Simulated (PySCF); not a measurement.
selenium dioxide (O2Se), singlet, geometry from GFN2-xTB. Base run: HF/STO-3G (PySCF).

PySCF was given this input:
```python
from pyscf import gto, scf

mol = gto.M(
    atom='''
O    -1.308581    0.550192    0.031692
Se    0.014599   -0.288555   -0.024170
O     1.246535    0.676168    0.071032
''',
    basis='sto-3g',
    charge=0,
    spin=0,
    verbose=4,
)

mf = scf.RHF(mol)
mf.kernel()
mo_i, mo_e, stable_i, stable_e = mf.stability(internal=True, external=True, return_status=True, nroots=6, tol=1e-6)
print('internally stable:', stable_i, ' externally stable:', stable_e)
if not stable_e:
    umf = mf.to_uhf() if not hasattr(mf, 'xc') else mf.to_uks()
    umf.scf_summary = {}
    umf.kernel(umf.make_rdm1(mo_e, umf.mo_occ))
mf.analyze()
```

The bond that is stretched is that between atoms 1 and 2. A test that says stable can miss a lower solution.

Each row names what was changed in the base input (with any setting that the change needs).

```tsv
change	ΔE vs base (mEh)	E after following the instability (Eh)	<S^2> there	stability test says	outcome
base	0.000	-2521.08831	0.95	external instability	converged
bond × 1.25	-	-	-	-	not converged
bond × 1.5	29.359	-2520.97776	0.66	external instability	converged
bond × 1.8	-	-	-	-	not converged
bond × 2.2	-	-	-	-	not converged
bond × 3.0	-	-	-	-	not converged
```

Where a bond breaks into two radicals, a solution with restricted orbitals usually stops being the lowest and lies too high; an unrestricted one lies lower at the price of spin contamination, which <S^2> shows.
